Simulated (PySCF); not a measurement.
# Assignment exercise: C$_{3}$H$_{13}$OPSi$_{3}$

Structure with atom numbers: `[CH2:1]=[CH:2][Si@@H:3]([O:4][SiH3:5])[Si@H:6]([CH3:7])[PH2:8]`. Each H is labelled by its parent atom. Ha(C1) is cis to Si3; Hb(C1) is trans to Si3.

Isolated molecule, averaged over atoms made equivalent by symmetry, fast rotation or ring inversion, relativity neglected, a single conformation. Shielding tensors at PBE0/pcSseg-1 (GIAO); geometry from GFN2-xTB; PySCF 2.14.0 with density-fitted response routines.

Referencing at the same level of theory: TMS for ¹³C (186.93 ppm), ¹H (31.72 ppm).

Problem. Assign these signals to the numbered atoms. ¹³C{¹H} NMR (computed): δ 144.7 (CH), 140.1 (CH2), -4.2 (CH3).

Solution. 
144.7 → C2, alkene CH: as expected for a trigonal carbon in a double bond
140.1 → C1, terminal =CH2 carbon: an sp2 carbon of a C=C bond
-4.2 → C7, methyl carbon bonded to Si: an electropositive neighbour leaves it electron-rich and shielded

Problem. Assign these signals to the numbered atoms. ¹H NMR (600 MHz, computed): δ 6.55 (m, 1H), 6.27 (m, 1H), 6.19 (m, 1H), 5.72 (m, 1H), 5.18 (s, 3H), 4.83 (m, 1H), 1.14 (m, 2H), 0.31 (m, 3H).

Solution. 
| δ (ppm) | atoms | environment | reason |
| --- | --- | --- | --- |
| 6.55 | Hb(C1) | hydrogen on a terminal =CH2 carbon | olefinic region |
| 6.27 | H(C2) | hydrogen on an alkene CH | a vinylic proton, deshielded by the sp2 carbon and the C=C anisotropy |
| 6.19 | Ha(C1) | hydrogen on a terminal =CH2 carbon | olefinic region |
| 5.72 | H(Si3) | hydrogen on a silicon bonded to C, O, Si | – |
| 5.18 | H(Si5) | hydrogen on a silicon bonded to O | – |
| 4.83 | H(Si6) | hydrogen on a silicon bonded to C, P, Si | – |
| 1.14 | H(P8) | hydrogen on a phosphorus bonded to Si | – |
| 0.31 | H(C7) | hydrogen on a methyl carbon bonded to Si | an electropositive neighbour shields it, as in TMS itself |

H(C2) and Ha(C1) lie closer than the usual error of such a calculation, so a measured spectrum could show them in the other order.

Splittings by ³¹P in the carbon and heteronuclear signals aren't shown, as no couplings were computed. Shifts are as computed. Against solution values, carbons near 30 ppm lie about +3 ppm off and those near 130 ppm about +5 ppm. Of 1211 compounds with measured shifts, 218 miss one by over three times the rms of a fit or turn the order of signals round; such compounds aren't used in these exercises. Multiplicities follow the n + 1 count of equivalent neighbours, as no J values were calculated; m marks all less simple cases, F and P coupling included.
